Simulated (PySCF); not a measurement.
Correlation energy of Re³⁺ (rhenium, charge +3)

[Xe] 4f14 5d4, high-spin 5D determinant. Calculation: PySCF 2.14, in def2-TZVPPD with the def2 core potential (60 electrons) (6s5p3d2f1g, 59 functions); a scalar-relativistic core potential. Frozen: nothing; 12 electrons correlated.

MP2 pair energies summed by pair of shells (mhartree):

```
 pair   energy  share (%)
5p-5d  -105.01       44.6
5p-5p   -66.56       28.3
5d-5d   -30.41       12.9
5s-5p   -20.13        8.6
5s-5d   -10.01        4.3
5s-5s    -3.14        1.3
```

Total MP2 correlation energy: -235.26 mhartree.

Same-spin part -79.36 and opposite-spin part -155.90 mhartree; SCS-MP2 scales them by 1/3 and 6/5 to -213.53 mhartree.

The basis has no tight functions for the innermost shells, so their pair energies are far from complete.

This basis was not built for core-valence correlation, so the inner-shell part is incomplete.
